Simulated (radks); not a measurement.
The numbers below are computed, except where a source is named.
Ta48+, 25 electrons, occupied as [Ar] 3d7 (the NIST ground configuration).

Code: a radial shooting solver on a logarithmic mesh with Libxc functionals. Model: scalar-relativistic Kohn-Sham, r2SCAN, spin-polarised, spherical densities, finite nucleus; open shells are filled with parallel spins first (spin-orbit coupling, left out, can overturn this in heavy ions); meta-GGA in the generalised Kohn-Sham scheme; Fermi nuclear charge, rms radius 5.3507 fm.

Energy parts (eV):
| part | energy |
|---|---|
| total | -374396.25 |
| kinetic | 415516.94 |
| electron-nucleus | -846121.84 |
| Hartree | 62059.29 |
| exchange-correlation | -5850.64 |

Orbitals (lengths in bohr, moments of r in powers of bohr; r(max) is where P^2 peaks; r(90%) holds 90 % of the orbital's charge):
| orbital | occ. | eigenvalue (eV) | <r^2> | r(90%) | r(max) | <1/r> |
|---|---|---|---|---|---|---|
| 1s up | 1 | -70198.71 | 0.0004788 | 0.0340 | 0.01168 | 85.41 |
| 1s down | 1 | -70198.69 | 0.0004788 | 0.0340 | 0.01168 | 85.41 |
| 2s up | 1 | -14318.70 | 0.007316 | 0.122 | 0.06672 | 20.05 |
| 2s down | 1 | -14299.96 | 0.007303 | 0.122 | 0.06669 | 20.07 |
| 2p up | 3 | -12889.55 | 0.006025 | 0.114 | 0.05465 | 18.21 |
| 2p down | 3 | -12874.99 | 0.006011 | 0.114 | 0.05461 | 18.23 |
| 3s up | 1 | -5149.719 | 0.04451 | 0.288 | 0.1847 | 7.713 |
| 3s down | 1 | -5131.273 | 0.04466 | 0.289 | 0.1849 | 7.689 |
| 3p up | 3 | -4720.152 | 0.04431 | 0.291 | 0.1817 | 7.166 |
| 3p down | 3 | -4700.886 | 0.04449 | 0.292 | 0.1819 | 7.143 |
| 3d up | 5 | -4260.443 | 0.03563 | 0.269 | 0.1466 | 6.776 |
| 3d down | 2 | -4235.216 | 0.03584 | 0.270 | 0.1469 | 6.762 |

The highest occupied level is 3d down at -4235.2 eV. The spin density at the nucleus is -41.9 e/bohr^3 (1s -3.2, 2s -172.4, 3s 133.7). For comparison, the ionisation energy in NIST's Atomic Spectra Database is 4278 eV (theoretical). In exact Kohn-Sham theory the highest level is minus the ionisation energy, but local and semilocal functionals leave it too shallow, through self-interaction and a potential that decays too fast; potentials with the right tail come closer. Spin moment in Bohr magnetons: 3. The electron density at the nucleus is 1.388e+06 e/bohr^3 (large components only).
